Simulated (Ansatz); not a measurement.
Consider the ligand exchange at a Ge–Se bond: `[CH3][GeH2][SeH]` + HCl → `[CH3][GeH2][Cl]` + H₂Se.

Program: Ansatz. Geometries: PBE0-D4/def2-TZVP. ΔE: electronic, gas phase. CCSD(T)/CBS is the MP2 limit (def2-TZVPP, def2-QZVPP) plus CCSD(T) − MP2 in def2-TZVPP, frozen cores. This one scheme is used for every species. Functionals use def2-TZVPP. B3LYP here is the variant with VWN-RPA as its local correlation; programs differ in this. For Ge, Se outer-core shells are correlated without core-valence functions, which leaves a few kJ/mol of doubt a bond. Scalar relativity is left out up to krypton. One conformer a species, not always the lowest.

```tsv
level	ΔE (kcal/mol)	difference from CCSD(T)/CBS
LDA (SPW92)	-3.6	0.2
PBE-D4	-3.6	0.2
BLYP-D4	-4.4	-0.6
B3LYP-D4	-4.6	-0.8
r2SCANh-D4	-4.6	-0.8
B3LYP	-5.4	-1.6
r2SCAN0	-4.7	-0.9
BHLYP	-5.9	-2.1
CAM-B3LYP	-5.8	-2.0
MP2/def2-SVP	-4.5	-0.7
CCSD/def2-SVP	-5.4	-1.6
HF/def2-TZVPP	-7.2	-3.4
CCSD(T)/def2-TZVPP	-4.0	-0.2
MP2/def2-QZVPP	-3.6	0.2
SCS-MP2/def2-QZVPP	-4.5	-0.7
CCSD/CBS(def2)	-4.2	-0.4
CCSD(T)/CBS	-3.8	0
```

Largest T1 diagnostic among the species: 0.010.

In def2-TZVPP, CCSD(T) changes the Hartree–Fock value by +3.2 kcal/mol (the triples alone add +0.3 kcal/mol) and MP2 by +3.6 kcal/mol. The D4 term adds +0.7 kcal/mol with B3LYP and +0.4 kcal/mol with PBE0; it sums over pairs of atoms, weighted by their polarisabilities, and B3LYP, whose exchange is more repulsive, gets the larger term. Leaving LDA and LC-ωPBE aside and taking each functional with its dispersion term where it has one, the values, not all of them listed here, spread over 2.8 kcal/mol, from B97M-V to PBE-D4.
